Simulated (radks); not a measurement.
Results of a calculation; reference values are marked as such.
Species: neutral arsenic. Configuration: [Ar] 3d10 4s1 4p3 4f1 (not the ground configuration). Level of theory: scalar-relativistic Kohn-Sham, B86b exchange with PBE correlation, spin-polarised, spherical densities, finite nucleus; open shells are filled with parallel spins first; Fermi nuclear charge, rms radius 4.0968 fm (a radial shooting solver on a logarithmic mesh with Libxc functionals).

Unscreened Slater integrals over Kohn-Sham orbitals (cm^-1). They are taken over the spin-up orbitals.

integral      value
F0(4f,4f)     12018
F2(4f,4f)    7286.6
F4(4f,4f)    5065.1
F6(4f,4f)    3827.2
F0(4f,4p)     14384
F2(4f,4p)    489.22
G2(4f,4p)    16.023
G4(4f,4p)    10.239
F0(4f,4s)     14385
G3(4f,4s)    4.9653
F0(4f,3d)     14385
F2(4f,3d)    50.590
F4(4f,3d)    1.0120
G1(4f,3d)   0.20212
G3(4f,3d)   0.11186
G5(4f,3d)  0.075658
F0(4p,4p)     88859
F2(4p,4p)     46763
F0(4p,4s)     96490
G1(4p,4s)     63719
F0(4p,3d)    115380
F2(4p,3d)     23265
G1(4p,3d)    8429.5
G3(4p,3d)    7427.0
F0(4s,4s)    106860
F0(4s,3d)    135830
G2(4s,3d)     12718
F0(3d,3d)    298180
F2(3d,3d)    140060
F4(3d,3d)     87564

Derived for the open shells (J is the average intra-shell exchange parameter used in DFT+U). 4p: J = F2/5 = 9353 cm^-1. 4f: F4/F2 = 0.695, F6/F2 = 0.525, J = (286 F2 + 195 F4 + 250 F6)/6435 = 626.0 cm^-1.
